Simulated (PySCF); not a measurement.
Coordinates in bohr (charge 0 multiplicity 3):
```
O    -0.2507    0.0000   -1.5730
I     3.6666    0.0000    0.1053
I    -3.6354    0.0000    0.0920
```

All numbers come from UPBE0/[O def2-SVP, I def2-SVP with ECP28], scalar-relativistic core potentials, density fitting, no spin–orbit coupling, PySCF.

This geometry of OI2 is a stationary point at this level.

Question: What is the point group?

Answer: Cs.

Question: Is it a minimum?

Answer: Yes: all harmonic wavenumbers are real.

Question: List the harmonic modes with their infrared intensities.

Answer: 
| symmetry | ω (cm⁻¹) | IR (km/mol) |
| --- | --- | --- |
| a' | 82 | 1.5 |
| a' | 191 | 126 |
| a' | 460 | 144 |

This need not be the most stable arrangement of these atoms. At this level a singlet minimum of C2v symmetry lies 87 kJ/mol below this structure. No spin–orbit coupling is included, which matters more the heavier the element.
